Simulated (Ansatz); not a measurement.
`CO[BH][ZnH]` + CH₃SH → `C[S][ZnH]` + `BOC`  (cleavage of the Zn–B bond)

Isolated molecules relaxed with PBE0-D4/def2-TZVP in Ansatz; ΔE leaves out vibrations. CCSD(T)/CBS adds triple-zeta CCSD(T) − MP2 to the extrapolated MP2 energy (def2 sets, frozen cores). This one scheme is used for every species. Functionals use def2-TZVPP. HSE06 is defined as in plane-wave codes. For Zn outer-core shells are correlated without core-valence functions, which leaves a few kJ/mol of doubt a bond. Scalar relativity is left out up to krypton. One conformer a species, not always the lowest.

CCSD(T)/CBS gives -117.4 kJ/mol.

Another level gave -112.5 kJ/mol. Which?
A. r2SCANh-D4/def2-TZVPP
B. HF/def2-TZVPP
C. revPBE-D4/def2-TZVPP
D. HSE06-D4/def2-TZVPP

D. HSE06-D4 -112.5, r2SCANh-D4 -117.6, revPBE-D4 -105.8, HF/def2-TZVPP -130.3 kJ/mol.

Largest T1 diagnostic among the species: 0.016.

Leaving LDA and LC-ωPBE aside and taking each functional with its dispersion term where it has one, the values, not all of them listed here, spread over 15.6 kJ/mol, from BHLYP-D4 to revPBE-D4. At CCSD(T), def2-SVP lies +11.9 kJ/mol from the extrapolated value and def2-TZVPP +6.0 kJ/mol. In def2-TZVPP, CCSD(T) changes the Hartree–Fock value by +18.9 kJ/mol (the triples alone add +1.2 kJ/mol) and MP2 by +11.5 kJ/mol.
